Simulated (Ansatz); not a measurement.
Li3Si6, relaxed as a doublet with UKS PBE0-D4/def2-SVP in Ansatz, starting from the GFN1-xTB geometry. Force threshold 0.02 eV/Å.

Another isomer (doublet) lies 0.63 eV lower at PBE0-D4/def2-TZVP; other spin states weren't run for this one.

Start:

```xyz
9

Li    2.1656   -0.7608    0.9688
Li    1.9202   -0.5977   -1.4703
Li    0.3851   -2.2126   -0.1773
Si   -0.4777    0.2135   -1.1874
Si   -0.2333    0.0479    1.2770
Si   -1.9064   -1.3924    0.0822
Si   -2.5523    0.8622    0.3166
Si   -0.7181    2.3704    0.2381
Si    1.4168    1.4696   -0.0478
```

| step | energy (eV) | largest force component (eV/Å) | SCF passes |
| --- | --- | --- | --- |
| 1 | -47843.6409 | 0.867 | 27 |
| 2 | -47843.9999 | 0.398 | 26 |
| 3 | -47844.0500 | 0.103 | 24 |
| 4 | -47844.0546 | 0.223 | 25 |
| 5 | -47844.0587 | 0.039 | 25 |
| 6 | -47844.0590 | 0.026 | 20 |
| 7 | -47844.0591 | 0.005 | 20 |

Force components are those of the run's own axes.

End:

```xyz
9

Li    2.277   -0.720    1.267
Li    1.970   -0.517   -1.775
Li    0.384   -2.323   -0.191
Si   -0.540    0.236   -1.172
Si   -0.296    0.067    1.275
Si   -1.866   -1.379    0.089
Si   -2.574    0.894    0.317
Si   -0.687    2.463    0.238
Si    1.333    1.279   -0.047
```

By distances, no bond broke or formed, bridged metal pairs apart. The bond that changes most is Li1–Li2, from 2.46 to 3.06 Å (atoms count from 1). Metal–metal contacts that move far: Li1–Li2 2.46 to 3.06 Å.

No frequencies were taken in this run, so the end may be a saddle point.

Hardware: 4 threads of AMD EPYC 9R45 on a shared host. Wall time 14 s.
